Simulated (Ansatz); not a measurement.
Relaxation of BH$_{5}$O$_{3}$ (9 atoms, charge 0, multiplicity 1), to a largest force component of 0.03 eV/Å in at most 50 steps.

Theory: RKS BLYP-D4/def2-SVP (Ansatz).

```xyz
9
Properties=species:S:1:pos:R:3
B 0.019 0.412 -0.324
O -0.060 0.037 2.261
H -1.005 -0.068 2.030
O 1.207 -0.128 -0.731
H 1.170 -1.045 -1.062
O -1.237 -0.140 -0.443
H -1.278 -1.044 -0.808
H 0.058 1.535 0.097
H 0.129 0.925 1.859
```

**Question.** Where does it end, and by what steps?

**Answer.** The run converged. After 9 steps the energy has fallen by 0.079 eV; H9 moved furthest, 0.60 Å.

```json
{"step": "0", "energy less start (eV)": "0.0000", "largest force component (eV/Å)": "0.529", "accepted": "yes"}
{"step": "1", "energy less start (eV)": "-0.0442", "largest force component (eV/Å)": "0.479", "accepted": "yes"}
{"step": "2", "energy less start (eV)": "-0.0223", "largest force component (eV/Å)": "1.627", "accepted": "no"}
{"step": "3", "energy less start (eV)": "-0.0558", "largest force component (eV/Å)": "0.326", "accepted": "yes"}
{"step": "4", "energy less start (eV)": "-0.0616", "largest force component (eV/Å)": "0.582", "accepted": "yes"}
{"step": "5", "energy less start (eV)": "-0.0719", "largest force component (eV/Å)": "0.168", "accepted": "yes"}
{"step": "6", "energy less start (eV)": "-0.0768", "largest force component (eV/Å)": "0.107", "accepted": "yes"}
{"step": "7", "energy less start (eV)": "-0.0764", "largest force component (eV/Å)": "0.152", "accepted": "no"}
{"step": "8", "energy less start (eV)": "-0.0792", "largest force component (eV/Å)": "0.038", "accepted": "yes"}
{"step": "9", "energy less start (eV)": "-0.0792", "largest force component (eV/Å)": "0.022", "accepted": "yes"}
```

```xyz
9
Properties=species:S:1:pos:R:3
B 0.022 0.489 -0.492
O -0.126 -0.101 2.306
H -0.923 -0.036 1.740
O 1.185 -0.118 -0.874
H 1.126 -1.086 -0.989
O -1.219 -0.113 -0.397
H -1.214 -1.073 -0.584
H 0.057 1.682 -0.287
H 0.093 0.840 2.455
```

Whether the end is a true minimum wasn't checked by a vibrational analysis.

The run took 10 s on 1 thread of Intel(R) Xeon(R) 6975P-C (Granite Rapids), with other jobs on the host, peak memory 0.15 GiB.
